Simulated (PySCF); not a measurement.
**Germanium: a sound run and one with changed settings**

Sound run: Ge⁺ [Ar] 3d10 4s2 4p1, Ge²⁺ [Ar] 3d10 4s2. All numbers are calculated (PySCF 2.14, scalar relativity by spin-free X2C-1e, in aug-cc-pVDZ-DK (6s5p3d, 36 functions)). The sound run starts from symmetry-adapted Hartree-Fock orbitals and uses a fine grid where one is needed.

Changed run: radial step 0.5 in ln r (0.13 in the sound run). This setting is unsound on purpose.

```tsv
species	method	sound run (hartree)	changed run (hartree)	converged
Ge⁺	UHF	-2096.68721	-2096.68721	yes
Ge⁺	M06-2X	-2098.42247	-2098.44170	yes
Ge⁺	M06-L	-2098.26642	-2098.47860	yes
Ge²⁺	UHF	-2096.12748	-2096.12748	yes
Ge²⁺	M06-2X	-2097.84775	-2097.86065	yes
Ge²⁺	M06-L	-2097.69779	-2097.89744	yes
```

Ionisation energy of Ge⁺:

```
method  sound run (eV)  changed run (eV)
   UHF          15.231            15.231
M06-2X          15.639            15.811
 M06-L          15.473            15.814
```

A coarse radial grid mis-integrates the density and the exchange-correlation energy, with errors of either sign; Hartree-Fock needs no grid.

For comparison, NIST gives 15.935 eV between the lowest levels.
